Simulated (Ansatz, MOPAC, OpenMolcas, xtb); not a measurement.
A ladder of methods for AlI (iodoaluminum)

AlI, singlet, SMILES `[Al][I]`. Each level relaxes the structure for itself.

Quantity: the equilibrium bond length, in Å. The values are calculated.

Measured value to compare with: Huber and Herzberg, Constants of Diatomic Molecules gives the equilibrium bond length of the gas as 2.537 Å.

```tsv
level	kind	program	value (Å)	computed − measured
AM1	semi-empirical	MOPAC	2.422	-0.115
PM6-D3	semi-empirical	MOPAC	2.593	+0.056
PM6-D3H4	semi-empirical	MOPAC	2.593	+0.056
GFN2-xTB	semi-empirical	xtb	2.552	+0.015
SVWN5/def2-TZVP (core potential)	LDA	Ansatz	2.535	-0.002
PBE-D3(BJ)/def2-TZVP (core potential)	GGA	Ansatz	2.570	+0.033
r2SCAN/def2-TZVP (core potential)	meta-GGA	Ansatz	2.553	+0.016
B3LYP-D4/def2-TZVP (core potential)	global hybrid	Ansatz	2.575	+0.038
B98/def2-TZVP (core potential)	global hybrid	OpenMolcas	2.563	+0.026
wB97X-V/def2-TZVP (core potential)	range-separated hybrid	Ansatz	2.544	+0.007
```

Nearest: SVWN5/def2-TZVP (core potential) (-0.002 Å); farthest: AM1 (-0.115 Å). Computed less measured by kind, in Å (def2-TZVP rows): semi-empirical -0.115 to +0.056; LDA -0.002; GGA +0.033; meta-GGA +0.016; global hybrid +0.026 to +0.038; range-separated hybrid +0.007.
